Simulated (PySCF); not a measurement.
C$_{3}$H$_{6}$AuN (SMILES C[N+]#[C-]->[Au][CH3]), singlet, at a GFN2-xTB geometry (such geometries of metal compounds can be far from the true shape) (core potentials on Au), with bond 10-6 at 1.25 times its length; HF/def2-SVP in PySCF.

PySCF was given this input:
```python
from pyscf import gto, scf

mol = gto.Mole()
mol.atom = '''
    Au    0.33812285   -0.00891436   -0.36423373
    C     1.54742819    0.98470568   -1.66999878
    H     2.52722598    0.51934748   -1.76915949
    H     1.73948091    2.01810590   -1.38509477
    H     1.13750367    1.02877346   -2.67809974
    C    -2.61477790   -0.23071187    2.81810239
    N    -1.67929409   -0.44391716    1.80998007
    C    -0.89646282   -0.62598233    0.96768791
    H    -2.48462638    0.77368922    3.22557883
    H    -2.43755356   -1.15147793    3.80932748
    H    -3.62035716   -0.32900520    2.40554756
'''
mol.basis = 'def2-svp'
mol.ecp = {'Au': 'def2-svp'}
mol.verbose = 4
mol.build()

mf = scf.RHF(mol)
mf.kernel()
mo_i, mo_e, stable_i, stable_e = mf.stability(internal=True, external=True, return_status=True, nroots=6, tol=1e-6)
print('internally stable:', stable_i, ' externally stable:', stable_e)
if not stable_e:
    umf = mf.to_uhf() if not hasattr(mf, 'xc') else mf.to_uks()
    umf.scf_summary = {}
    umf.kernel(umf.make_rdm1(mo_e, umf.mo_occ))
mf.analyze()
```

It wrote (shortened):

```
PySCF version 2.14.0

[INPUT] verbose = 4
[INPUT] num. atoms = 11
[INPUT] num. electrons = 50
[INPUT] charge = 0
[INPUT] spin (= nelec alpha-beta = 2S) = 0
[INPUT] symmetry False subgroup None
[INPUT] Mole.unit = angstrom
[INPUT] Symbol           X                Y                Z      unit          X                Y                Z       unit  Magmom
[INPUT]  1 Au     0.338122850000  -0.008914360000  -0.364233730000 AA    0.638959582957  -0.016845698976  -0.688301995029 Bohr   0.0
[INPUT]  2 C      1.547428190000   0.984705680000  -1.669998780000 AA    2.924215476531   1.860824048504  -3.155840322558 Bohr   0.0
[INPUT]  3 H      2.527225980000   0.519347480000  -1.769159490000 AA    4.775764957086   0.981424500683  -3.343226906775 Bohr   0.0
[INPUT]  4 H      1.739480910000   2.018105900000  -1.385094770000 AA    3.287142518809   3.813667441369  -2.617449771867 Bohr   0.0
[INPUT]  5 H      1.137503670000   1.028773460000  -2.678099740000 AA    2.149570401988   1.944100083621  -5.060875042869 Bohr   0.0
[INPUT]  6 C     -2.614777900000  -0.230711870000   2.818102390000 AA   -4.941214107565  -0.435982247986   5.325441708082 Bohr   0.0
[INPUT]  7 N     -1.679294090000  -0.443917160000   1.809980070000 AA   -3.173405912701  -0.838881854395   3.420366623221 Bohr   0.0
[INPUT]  8 C     -0.896462820000  -0.625982330000   0.967687910000 AA   -1.694069210655  -1.182935162517   1.828665123953 Bohr   0.0
[INPUT]  9 H     -2.484626380000   0.773689220000   3.225578830000 AA   -4.695263380070   1.462060731328   6.095460581895 Bohr   0.0
[INPUT] 10 H     -2.437553560000  -1.151477930000   3.809327480000 AA   -4.606308642359  -2.175977926181   7.198585655980 Bohr   0.0
[INPUT] 11 H     -3.620357160000  -0.329005200000   2.405547560000 AA   -6.841483505508  -0.621729721558   4.545826068016 Bohr   0.0

nuclear repulsion = 205.432572870488
number of shells = 54
number of NR pGTOs = 195
number of NR cGTOs = 118
basis = def2-svp
ecp = {'Au': 'def2-svp'}

******** <class 'pyscf.scf.hf.RHF'> ********
method = RHF
initial guess = minao
damping factor = 0
level_shift factor = 0
DIIS = <class 'pyscf.scf.diis.CDIIS'>
diis_start_cycle = 1
diis_space = 8
diis_damp = 0
SCF conv_tol = 1e-09
SCF conv_tol_grad = None
SCF max_cycles = 50
direct_scf = True
direct_scf_tol = 1e-13
Set gradient conv threshold to 3.16228e-05
Initial guess from minao.
init E= -294.492597804066
cycle= 1 E= -305.270675422755  delta_E= -10.8  |g|=  1.8  |ddm|= 10.7

cycle= 2 E= -300.63059334335  delta_E= 4.64  |g|= 4.42  |ddm|= 11.2
cycle= 3 E= -306.091021218828  delta_E= -5.46  |g|= 0.365  |ddm|= 10.6
cycle= 4 E= -306.125191592409  delta_E= -0.0342  |g|= 0.184  |ddm|= 0.632
cycle= 5 E= -306.133737175724  delta_E= -0.00855  |g|= 0.0513  |ddm|= 0.164
cycle= 6 E= -306.134547193711  delta_E= -0.00081  |g|= 0.0107  |ddm|= 0.0711
cycle= 7 E= -306.134595967712  delta_E= -4.88e-05  |g|= 0.00401  |ddm|= 0.0229
cycle= 8 E= -306.134601966579  delta_E= -6e-06  |g|= 0.00101  |ddm|= 0.00809
cycle= 9 E= -306.134602540455  delta_E= -5.74e-07  |g|= 0.000362  |ddm|= 0.00216
cycle= 10 E= -306.13460266383  delta_E= -1.23e-07  |g|= 0.000174  |ddm|= 0.000923
cycle= 11 E= -306.134602704019  delta_E= -4.02e-08  |g|= 7.53e-05  |ddm|= 0.000516
cycle= 12 E= -306.134602710977  delta_E= -6.96e-09  |g|= 3.27e-05  |ddm|= 0.000195
cycle= 13 E= -306.134602712335  delta_E= -1.36e-09  |g|= 1.04e-05  |ddm|= 0.000103
cycle= 14 E= -306.134602712426  delta_E= -9.17e-11  |g|= 4.53e-06  |ddm|= 2.64e-05
Extra cycle  E= -306.134602712435  delta_E= -8.81e-12  |g|= 2.67e-06  |ddm|= 1.05e-05
converged SCF energy = -306.134602712435
rhf_internal: lowest eigs of H = [0.87641773 0.88056157 0.91544012 0.92484892 1.07665709 1.12335382]
<class 'pyscf.scf.hf.RHF'> wavefunction is stable in the internal stability analysis
rhf_real2complex: lowest eigs of H = [0.19578159 0.21045401 0.21305964 0.26367386 0.26709288 0.27193176]
<class 'pyscf.scf.hf.RHF'> wavefunction is stable in the real -> complex stability analysis
rhf_external: lowest eigs of H = [0.06784332 0.12889026 0.13875366 0.15397828 0.15776285 0.16190875]
<class 'pyscf.scf.hf.RHF'> wavefunction is stable in the RHF/RKS -> UHF/UKS stability analysis
internally stable: True  externally stable: True
**** SCF Summaries ****
Total Energy =                        -306.134602712435196
Nuclear Repulsion Energy =             205.432572870488343
One-electron Energy =                 -877.076889905469443
Two-electron Energy =                  365.509714322545904
Two-electron Coulomb Energy =          401.547105952312961
DFT Exchange-Correlation Energy =      -36.037391629767058
**** MO energy ****
MO #1   energy= -15.6497652760304  occ= 2
MO #2   energy= -11.3569128788328  occ= 2
MO #3   energy= -11.3466831164121  occ= 2
MO #4   energy= -11.1554029248792  occ= 2
MO #5   energy= -4.71469856905873  occ= 2
MO #6   energy= -2.75665981077849  occ= 2
MO #7   energy= -2.73862386453419  occ= 2
MO #8   energy= -2.73858380703071  occ= 2
MO #9   energy= -1.31306427727075  occ= 2
MO #10  energy= -1.05349911601344  occ= 2
MO #11  energy= -0.860924358650571 occ= 2
MO #12  energy= -0.769745711535457 occ= 2
MO #13  energy= -0.686144600399784 occ= 2
MO #14  energy= -0.675782321143207 occ= 2
MO #15  energy= -0.641977948350355 occ= 2
MO #16  energy= -0.54624786931122  occ= 2
MO #17  energy= -0.53093471430501  occ= 2
MO #18  energy= -0.50253359532935  occ= 2
MO #19  energy= -0.492911711285847 occ= 2
MO #20  energy= -0.453468960439142 occ= 2
MO #21  energy= -0.453114600552728 occ= 2
MO #22  energy= -0.433551157420184 occ= 2
MO #23  energy= -0.425821710726932 occ= 2
MO #24  energy= -0.40845518021754  occ= 2
MO #25  energy= -0.323215348801213 occ= 2
MO #26  energy= 0.0852336539999006 occ= 0
MO #27  energy= 0.0917249483094886 occ= 0
MO #28  energy= 0.120276743705015  occ= 0
MO #29  energy= 0.153196599958248  occ= 0
MO #30  energy= 0.174090978015193  occ= 0
MO #31  energy= 0.182024199513187  occ= 0
MO #32  energy= 0.198385645472888  occ= 0
MO #33  energy= 0.235770655133773  occ= 0
Dipole moment(X, Y, Z, Debye): -4.93335, -1.14618,  5.21941
```
